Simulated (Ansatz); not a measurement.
`C=C[SiH](C)F` + `S[SiH2]Cl` → `C=C[SiH](F)S[SiH2]Cl` + CH₄  (ligand exchange at the Si–C bond)

Isolated molecules relaxed with PBE0-D4/def2-TZVP in Ansatz; ΔE leaves out vibrations. CBS: MP2 limit from def2 TZ/QZ plus the TZ coupled-cluster correction, frozen cores. This one scheme is used for every species. DFT in def2-TZVPP. One conformer a species, not always the lowest.

```json
{"species": "`C=C[SiH](C)F`", "PBE-D4 energy (Eh)": "-507.61612"}
{"species": "`S[SiH2]Cl`", "PBE-D4 energy (Eh)": "-1149.29195"}
{"species": "`C=C[SiH](F)S[SiH2]Cl`", "PBE-D4 energy (Eh)": "-1616.47315"}
{"species": "CH₄", "PBE-D4 energy (Eh)": "-40.46517"}
```

(1) Work out ΔE.

Largest T1 diagnostic among the species: 0.011.

## Answers

(1) ΔE = (-1616.47315) + (-40.46517) − (-507.61612) − (-1149.29195) = -0.03025 Eh = -79.4 kJ/mol. CCSD(T)/CBS gives -75.7 kJ/mol.

In def2-TZVPP, CCSD(T) changes the Hartree–Fock value by −11.9 kJ/mol (the triples alone add −4.0 kJ/mol) and MP2 by −19.6 kJ/mol. The D4 term adds −16.7 kJ/mol with B3LYP and −9.7 kJ/mol with PBE0; it sums over pairs of atoms, weighted by their polarisabilities, and B3LYP, whose exchange is more repulsive, gets the larger term.

B3LYP here is the variant with VWN-RPA as its local correlation; programs differ in this.
